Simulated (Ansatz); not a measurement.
Basis sets compared for the cluster GeS₂⁻. The state is a doublet with charge -1. Geometry PBE0-D4/def2-TZVPD. Ansatz on 4 threads of Arm Neoverse V1 on a shared host; times are rough, and most runs start from earlier orbitals.

Cartesian coordinates in Å:
```
Ge 0.253 0.354 -0.385
S 0.009 -1.629 -1.052
S -0.262 1.275 1.437
```

The 6-31G sets use Cartesian d functions. The structure comes from a short search, and lower isomers may exist.

```json
{"level": "HF/6-31G", "functions": "55", "energy (Eh)": "-2870.1021", "HOMO (eV)": "-3.50", "LUMO (eV)": "4.45", "wall time": "0.35 s"}
{"level": "PBE-D4/def2-SVPD", "functions": "92", "energy (Eh)": "-2872.3647", "HOMO (eV)": "-0.17", "LUMO (eV)": "0.59", "wall time": "1.1 s"}
{"level": "PBE0-D4/def2-SVPD", "functions": "92", "energy (Eh)": "-2872.4736", "HOMO (eV)": "-1.19", "LUMO (eV)": "1.33", "wall time": "1.5 s"}
```

(1) Estimate the rows for HF/def2-TZVPD (with forces), PBE-D4/def2-TZVPD, PBE0-D4/def2-TZVPD.

Answers

(1) 
```tsv
level	functions	energy (Eh)	HOMO (eV)	LUMO (eV)	wall time
HF/def2-TZVPD (with forces)	146	-2870.5550	-3.71	4.22	2.2 s
PBE-D4/def2-TZVPD	146	-2872.8907	-0.10	0.66	1.8 s
PBE0-D4/def2-TZVPD	146	-2872.9970	-1.12	1.41	2.9 s
```
